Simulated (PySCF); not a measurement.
Ta(O)(OH)(NH2)2 (H5N2O2Ta), SMILES [OH][Ta]([NH2])([NH2])=[O], multiplicity 1.

Coordinates come from a PBE0-D3(BJ)/def2-SVP optimisation. The spin state was assumed, not searched. The def2 effective core potentials stand for the cores of Ta; spin–orbit coupling is left out. One conformer was computed; it need not be the lowest.

The numbers are results of r2SCAN/def2-TZVP (PySCF), not measurements.

Symmetry labels are those of the subgroup Cs that the program uses (full group Cs).

Computed valence orbital energies around the gap with their symmetry:
```
orbital  symmetry  energy (eV)
-------  --------  -----------
HOMO−7         A"        -9.95
HOMO−6         A'        -8.84
HOMO−5         A"        -8.45
HOMO−4         A'        -8.01
HOMO−3         A'        -7.71
HOMO−2         A"        -7.66
HOMO−1         A'        -6.93
HOMO           A"        -6.20
LUMO           A"        -0.70
LUMO+1         A'        -0.44
LUMO+2         A'        -0.14
LUMO+3         A'         0.47
```
